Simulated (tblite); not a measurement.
Planning a tight-binding relaxation on `C/C=C/O[SiH2]c1cccs1`.

Method: GFN2-xTB geometry optimisation, gas phase (tblite 0.8.0). Work: L-BFGS relaxation. A driver script takes a list of jobs; this job's settings line and coordinates (Å) are shown.

Command:
```bash
OMP_NUM_THREADS=1 python probes_run.py task.json out
```

Input:
```
{"job": {"kind": "relax", "xc": "GFN2-xTB", "basis": "xTB"}, "charge": 0, "multiplicity": 1}
C     -4.064500     0.855200    -0.195300
C     -2.964000    -0.085900    -0.322200
C     -1.845300     0.296600    -0.931300
O     -0.820400    -0.594200    -1.044900
Si     0.168900    -1.145500     0.287400
C      1.929200    -0.716100     0.059200
C      2.521300     0.508000     0.218300
C      3.847900     0.618700     0.017300
C      4.546400    -0.498500    -0.348500
S      3.219200    -1.789700    -0.392400
H     -4.252000     1.259100     0.803700
H     -4.004200     1.706100    -0.913400
H     -5.027200     0.323700    -0.466200
H     -3.030400    -1.106700     0.102600
H     -1.837500     1.317200    -1.324000
H     -0.356000    -0.711200     1.609100
H      0.098200    -2.629400     0.314700
H      1.895300     1.374500     0.520900
H      4.375800     1.593500     0.135600
H      5.593900    -0.564900    -0.543300
```

Hardware: one thread of an Intel Xeon at 2.50 GHz, on a shared host.

Task: Which is nearest to the wall time?
A. 0.9 s
B. 7.2 s
C. 0.12 s

Result: B. The run took 7.2 s. The run took 177 evaluations, 41 ms each.

Other jobs ran on the host; a repeat could differ by tens of per cent or more.

The run converged: energy lowered by 29.1 kcal/mol over 176 steps; largest atomic force 0.007 eV/Å at the end.
